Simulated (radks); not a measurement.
Results of a calculation; reference values are marked as such.
Q: Excited configurations of Cr+: one electron is placed in a higher orbital outside [Ar] 3d4. The ground configuration is [Ar] 3d5. Code: a radial shooting solver on a logarithmic mesh with Libxc functionals. Model: Dirac Kohn-Sham, PBE, spin-unpolarised, spherical densities, finite nucleus; open shells are shared between the two j in proportion to 2j + 1; Fermi nuclear charge, rms radius 3.6452 fm. Excitation = E - E(ground); binding = E(ion) - E, where the ion is the core of charge +2; n* = 2/sqrt(2 binding) in atomic units, and the quantum defect is n - n*. Eigenvalue and <r> are those of j = l + 1/2.

| outer orbital | excitation (eV) | binding (eV) | n* | quantum defect | eigenvalue (eV) | <r> (bohr) |
|---|---|---|---|---|---|---|
| 4p | 5.510 | 10.542 | 2.272 | 1.728 | -7.676 | 3.607 |
| 4d | 10.340 | 5.713 | 3.087 | 0.913 | -4.108 | 5.807 |
| 4f | 12.570 | 3.482 | 3.954 | 0.046 | -2.484 | 8.783 |
| 5s | 9.562 | 6.490 | 2.896 | 2.104 | -5.116 | 6.502 |
| 5p | 10.844 | 5.208 | 3.233 | 1.767 | -4.044 | 7.686 |
| 5d | 12.614 | 3.438 | 3.979 | 1.021 | -2.626 | 10.88 |
| 6s | 12.363 | 3.689 | 3.841 | 2.159 | -2.952 | 11.45 |
| 6p | 12.932 | 3.120 | 4.176 | 1.824 | -2.484 | 13.13 |
| 6f | 14.382 | 1.670 | 5.709 | 0.291 | -1.313 | 22.57 |
| 7s | 13.660 | 2.392 | 4.770 | 2.230 | -1.935 | 17.79 |
| 7p | 13.966 | 2.086 | 5.108 | 1.892 | -1.686 | 19.97 |

Estimate the row for 7d.

A: excitation (eV) 14.441; binding (eV) 1.612; n* 5.811; quantum defect 1.189; eigenvalue (eV) -1.300; <r> (bohr) 25.15. The Delta-SCF ionisation energy is 16.052 eV (NIST Atomic Spectra Database: 16.486 eV, measured). Self-interaction in the functional shifts the binding energies and quantum defects, so they are the method's values and not measured ones. Spin polarisation and multiplet splitting are left out, so open shells lie too high by an amount that depends on their filling.

Beside tabulated values, note that spin-unpolarised runs miss the spin-polarisation part of the exchange energy of open shells.
